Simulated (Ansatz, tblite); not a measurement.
Isomers of Ba$_{3}$Se$_{2}$ (singlet), found by a short tight-binding search and relaxed with PBE0-D4/def2-SVP in Ansatz.

In the def2 sets Ba takes a core potential; there is no spin–orbit coupling. The xTB rows come from tblite. LC-ωPBE has ω = 0.4 bohr⁻¹. Correlated methods freeze 18 core orbitals; core or outer-core shells of Ba, Se are correlated, in sets that lack core-valence functions.

Run but left out: HF/def2-SVP, HF/def2-TZVP (A: restricted singlet, unstable towards broken spin symmetry).

A: The restricted singlet is unstable towards broken spin symmetry in Hartree–Fock (as tested in another run); at PBE-D4/def2-SVP, PBE-D4/def2-TZVP, BLYP-D4/def2-TZVP, r2SCAN-D4/def2-TZVP and others this wasn't settled. At CCSD(T)/def2-SVP, MP2/def2-TZVP the restricted singlet (for correlated methods, its reference) is unstable: a solution with broken spin symmetry lies lower. B: The restricted singlet is unstable towards broken spin symmetry in Hartree–Fock (as tested in another run); at PBE-D4/def2-SVP, PBE-D4/def2-TZVP, BLYP-D4/def2-TZVP, r2SCAN-D4/def2-TZVP and others this wasn't settled. At CCSD(T)/def2-SVP, MP2/def2-TZVP the restricted singlet (for correlated methods, its reference) is unstable: a solution with broken spin symmetry lies lower. C: The restricted singlet is unstable towards broken spin symmetry in Hartree–Fock (as tested in another run); at PBE-D4/def2-SVP, PBE-D4/def2-TZVP, BLYP-D4/def2-TZVP, r2SCAN-D4/def2-TZVP and others this wasn't settled. At CCSD(T)/def2-SVP, MP2/def2-TZVP the restricted singlet (for correlated methods, its reference) is unstable: a solution with broken spin symmetry lies lower.

Other spin states weren't relaxed.

A:

Cartesian coordinates in Å:
```
Ba -1.503 -1.298 -1.213
Ba 0.248 -0.338 2.290
Ba 1.255 1.637 -1.078
Se -1.430 1.328 0.352
Se 1.430 -1.328 -0.350
```

B:

```csv
atom,x (Å),y (Å),z (Å)
Ba1,-1.7597,2.1627,-1.1363
Ba2,1.7695,-1.1569,-0.8877
Ba3,-1.3422,-0.1357,2.6922
Se4,0.4160,0.8773,-2.5436
Se5,0.9163,-1.7475,1.8754
```

C:

```xyz
5

Ba   -1.6912    0.2685   -1.4149
Ba    2.2190   -0.0730    0.0282
Ba   -1.0796    0.2453    2.9971
Se    0.9509    1.1042   -2.3139
Se   -0.3992   -1.5450    0.7036
```

Question: Estimate their order by electronic energy at PBE0-D4/def2-TZVP, counted from the lowest.

Answer: A (0.00) < C (0.45) < B (1.01), in eV.

Question: Do the other levels pick the same lowest one?

Answer: Not GFN2-xTB. Energies above each level's lowest (eV):

```csv
level,A,B,C
GFN1-xTB,0.00,0.90,0.47
GFN2-xTB,2.57,1.77,0.00
PBE-D4/def2-SVP,0.00,1.17,0.58
PBE-D4/def2-TZVP,0.00,1.14,0.56
BLYP-D4/def2-TZVP,0.00,1.03,0.50
r2SCAN-D4/def2-TZVP,0.00,1.09,0.50
PBE0-D4/def2-SVP,0.00,1.04,0.47
PBE0-D4/def2-TZVP,0.00,1.01,0.45
LC-ωPBE/def2-TZVP,0.00,0.47,0.06
MP2/def2-SVP,0.00,1.49,0.70
MP2/def2-TZVP,0.00,1.41,0.66
CCSD/def2-SVP,0.00,1.07,0.41
CCSD(T)/def2-SVP,0.00,1.23,0.52
```
Point groups (tolerance 0.1 Å): A D3h, B C2v, C Cs. Lower isomers may exist.
